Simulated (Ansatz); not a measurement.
This geometry of CH7ClOSi2 (12 atoms, charge 0, multiplicity 1) is a first-order saddle point.

The calculation used RKS B3LYP/def2-SVP (Ansatz).

```xyz
12
Properties=species:S:1:pos:R:3
O -2.015 -0.145 2.020
Si -1.444 0.125 0.466
Si 0.864 -0.365 0.362
C 1.602 0.419 -1.215
Cl 0.628 -0.087 -2.665
H -2.635 -0.870 2.152
H -2.209 -0.701 -0.519
H -1.633 1.567 0.130
H 1.115 -1.837 0.334
H 1.589 0.210 1.538
H 1.573 1.517 -1.172
H 2.643 0.111 -1.396
```

**Question.** Which two structures does it join? (They come from a converged band through this point; their orientation in space is the band's.)

**Answer.** No bond is made or broken. The dihedral H6–O1–Si2–H7 goes from 56 to -54°.

First end point:

```xyz
12
Properties=species:S:1:pos:R:3
O -2.157 -0.067 1.943
Si -1.505 0.194 0.418
Si 0.794 -0.361 0.363
C 1.614 0.367 -1.200
Cl 0.671 -0.120 -2.675
H -2.214 -0.981 2.247
H -2.244 -0.573 -0.631
H -1.662 1.651 0.158
H 0.999 -1.842 0.368
H 1.503 0.201 1.556
H 1.632 1.466 -1.174
H 2.646 0.011 -1.338
```

Last end point:

```xyz
12
Properties=species:S:1:pos:R:3
O -1.896 -0.355 2.012
Si -1.430 0.019 0.443
Si 0.882 -0.414 0.348
C 1.613 0.435 -1.198
Cl 0.651 -0.035 -2.667
H -2.839 -0.307 2.211
H -2.185 -0.799 -0.555
H -1.683 1.460 0.121
H 1.161 -1.878 0.271
H 1.577 0.142 1.550
H 1.570 1.531 -1.119
H 2.657 0.145 -1.383
```

**Question.** How far does it lie above each of them?

**Answer.** 0.011 eV above the first and 0.031 eV above the second. This is the barrier of this one path; another mechanism may lie lower.

The run took 61 s on 2 threads of AMD EPYC 9R45 (Zen 5) (shared host), peak memory 0.3 GiB.
